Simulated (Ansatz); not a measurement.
`[F][Ti]([F])([Cl])[Cl]` + CH₃SH → `C[S][Ti]([F])([F])[Cl]` + HCl at 500 K and 1 bar (ligand exchange at a Ti–Cl bond).

Computed with Ansatz on PBE0-D4/def2-TZVP structures; ΔE is electronic, products minus reactants. CCSD(T)/CBS adds triple-zeta CCSD(T) − MP2 to the extrapolated MP2 energy (def2 sets, frozen cores). This one scheme is used for every species. For Ti outer-core shells are correlated without core-valence functions, which leaves a few kJ/mol of doubt a bond. Scalar relativity is left out up to krypton. One conformer a species, not always the lowest.

```csv
species,CCSD(T)/CBS energy (Eh),H − E (kJ/mol),S (J/(mol·K))
`[F][Ti]([F])([Cl])[Cl]`,-1968.32938,59.1,393.6
CH₃SH,-438.22835,145.1,283.7
`C[S][Ti]([F])([F])[Cl]`,-1946.16025,172.6,479.0
HCl,-460.38127,32.5,201.9
```

H − E and S are ideal-gas, rigid-rotor, harmonic terms from PBE0-D4/def2-TZVP, for one conformer and one mirror image of each species. 1 Eh = 2625.50 kJ/mol, R = 8.31446 J/(mol·K).

Task: By hand: ΔE, ΔH, ΔS and ΔG.

Result: ΔE = (-1946.16025) + (-460.38127) − (-1968.32938) − (-438.22835) = 0.01621 Eh = 42.6 kJ/mol. Δ(H − E) = 172.6 + 32.5 − 59.1 − 145.1 = 0.9, so ΔH = 43.5 kJ/mol. ΔS = 479.0 + 201.9 − 393.6 − 283.7 = 3.6 J/(mol·K). ΔG = 43.5 − 500 × (3.6)/1000 = 41.7 kJ/mol.

Task: By hand: the equilibrium constant, and the temperature at which ΔG would vanish if ΔH and ΔS stayed fixed.

Result: log₁₀ K = −ΔG/(RT ln 10) = -4.4. ΔG = 0 at ΔH/ΔS = 12083 K, far beyond where these terms or the molecules hold.

The number of gas molecules stays the same, so ΔS is small and ΔH decides. A doubt of 5 kJ/mol in ΔE shifts log₁₀ K by 0.5 here. Other conformers and mirror images would add mixing entropy, several J/(mol·K) or more a flexible species. Modes under 60 cm⁻¹, often nearly free rotors, make the harmonic entropy too high. These are equilibria of isolated gas molecules and say nothing of rates. Largest T1 diagnostic: 0.025 (customary marks: 0.02 for closed shells, 0.045 for open ones).
